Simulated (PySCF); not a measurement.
A homologous series of growing length: n-germane amino/formyl. Isolated molecules, 0 K electronic values unless said otherwise. One relaxed conformer stands for each flexible species; it need not be the lowest. Strings in code marks are SMILES.

Calculation: PBE0-D4/def2-TZVP // PBE0-D4/def2-SVP (PySCF 2.14.0). All candidates: neutral, multiplicity 1. Delta-SCF ions had no search for a lower state. Excitations are Tamm–Dancoff values on a coarser integration grid. The basis has no diffuse functions, so Rydberg states are missing or too high.

- HOMO–LUMO gap = 4.93 eV
- vertical ionisation energy (Delta-SCF) = 7.89 eV
- S1 excitation (TDA) = 3.30 eV

### Question
Name which member has these values.
(A) `[NH2][GeH2][CH]=O`
(B) `[NH2][GeH2][GeH2][GeH2][CH]=O`
(C) `[NH2][GeH2][GeH2][GeH2][GeH2][GeH2][GeH2][CH]=O`
(D) `[NH2][GeH2][GeH2][GeH2][GeH2][CH]=O`

### Answer
C, `[NH2][GeH2][GeH2][GeH2][GeH2][GeH2][GeH2][CH]=O`. The others give `[NH2][GeH2][GeH2][GeH2][GeH2][CH]=O`: 5.01 eV, 8.13 eV, 3.30 eV; `[NH2][GeH2][GeH2][GeH2][CH]=O`: 5.29 eV, 8.59 eV, 3.34 eV; `[NH2][GeH2][CH]=O`: 5.33 eV, 8.89 eV, 3.29 eV
